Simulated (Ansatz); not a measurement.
Calculated with Ansatz (gas phase, PBE0-D4/def2-TZVP geometries, no zero-point term in ΔE). CCSD(T)/CBS adds triple-zeta CCSD(T) − MP2 to the extrapolated MP2 energy (def2 sets, frozen cores). DFT in def2-TZVPP. B3LYP here is the variant with VWN-RPA as its local correlation; programs differ in this. For Ge outer-core shells are correlated without core-valence functions, which leaves a few kJ/mol of doubt a bond. Scalar relativity is left out up to krypton. Each species was taken in one conformer, which may not be the lowest.

`[CH3][Al]([NH2])[Cl]` + `[OH][GeH2][SH]` → `C[O][GeH2][SH]` + `[NH2][AlH][Cl]`  (substitution at a C–Al bond)

`[CH3][Al]([NH2])[Cl]`:

```xyz
9

C     1.130    0.853   -0.527
Al   -0.583    0.014   -0.193
N    -0.839   -1.242    1.013
Cl   -2.286    0.584   -1.294
H     1.443    0.698   -1.563
H     1.914    0.461    0.125
H     1.071    1.934   -0.373
H    -1.725   -1.685    1.196
H    -0.125   -1.617    1.615
```

`[OH][GeH2][SH]`:

Cartesian coordinates in Å:
```
O 0.228 1.510 -0.450
Ge -0.587 0.009 0.040
S 0.890 -1.518 0.681
H 0.858 1.813 0.209
H -1.478 0.232 1.273
H -1.353 -0.415 -1.215
H 1.443 -1.631 -0.538
```

`C[O][GeH2][SH]`:

Cartesian coordinates in Å:
```
C 1.131 1.074 -0.320
O 0.986 -0.185 0.297
Ge -0.458 -1.151 -0.060
S -2.305 -0.058 0.507
H 1.183 0.992 -1.413
H 2.065 1.515 0.034
H 0.308 1.752 -0.063
H -0.580 -1.377 -1.576
H -0.267 -2.422 0.770
H -2.061 -0.140 1.825
```

`[NH2][AlH][Cl]`:

```xyz
6

N    -0.317   -0.839   -0.421
Al    0.192    0.593    0.458
Cl    1.136    2.117   -0.633
H    -0.778   -1.630    0.000
H    -0.189   -0.986   -1.409
H    -0.045    0.745    2.004
```

| level | ΔE (kcal/mol) | difference from CCSD(T)/CBS |
| --- | --- | --- |
| r2SCAN-D4 | 24.5 | 0.2 |
| B3LYP-D4 | 22.7 | -1.6 |
| ωB97M-V | 24.0 | -0.3 |
| B2PLYP | 23.6 | -0.7 |
| HF/def2-TZVPP | 20.8 | -3.5 |
| HF/def2-QZVPP | 20.8 | -3.5 |
| MP2/def2-QZVPP | 25.5 | 1.2 |
| SCS-MP2/def2-QZVPP | 23.8 | -0.5 |
| HF/CBS(def2) | 20.9 | -3.4 |
| CCSD/CBS(def2) | 24.2 | -0.1 |
| CCSD(T)/CBS | 24.3 | 0 |

Largest T1 diagnostic among the species: 0.012.

In def2-TZVPP, CCSD(T) changes the Hartree–Fock value by +2.6 kcal/mol (the triples alone add +0.1 kcal/mol) and MP2 by +4.1 kcal/mol.
